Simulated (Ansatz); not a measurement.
Two isomers of C2H7NSn: A = `C[N]1[CH2][SnH2]1`, B = `C[CH2][Sn][NH2]`.

Computed with Ansatz on PBE0-D4/def2-TZVP structures; ΔE is electronic, products minus reactants. CBS: MP2 limit from def2 TZ/QZ plus the TZ coupled-cluster correction, frozen cores. Functionals use def2-TZVPP. def2 core potentials past Kr. For Sn outer-core shells are correlated without core-valence functions, which leaves a few kJ/mol of doubt a bond. One conformer a species, not always the lowest.

Q: Which isomer does CCSD(T)/CBS put lower? Give the gap. (Estimate.)

A: Computed: B, by 54.2 kcal/mol.

Q: Give E(B) − E(A) in kcal/mol with BLYP-D4, LDA (SPW92), MP2/def2-TZVPP, CCSD/def2-TZVPP, CCSD(T)/def2-TZVPP, HF/def2-TZVPP, PBE0-D4. (Estimate.)

A: The calculation gave: BLYP-D4 -47.7, LDA (SPW92) -50.2, MP2/def2-TZVPP -56.4, CCSD/def2-TZVPP -52.7, CCSD(T)/def2-TZVPP -52.0, HF/def2-TZVPP -49.5, PBE0-D4 -52.2. None reverses the order clearly.

Q: Does the order hold for the free energy at 298.15 K (harmonic terms from PBE0-D4)? (Best estimate.)

A: Computed: Yes: G(B) − G(A) = -49.1 kcal/mol, for one conformer each. Modes under 60 cm⁻¹, often nearly free rotors, make the harmonic entropy too high.

Largest T1 diagnostic: 0.015.

In def2-TZVPP, CCSD(T) changes the Hartree–Fock value by −2.5 kcal/mol (the triples alone add +0.7 kcal/mol) and MP2 by −6.9 kcal/mol. From PBE to PBE0 (25 % exact exchange), in def2-TZVPP and without D4, E(B) − E(A) moves by −2.5 kcal/mol.
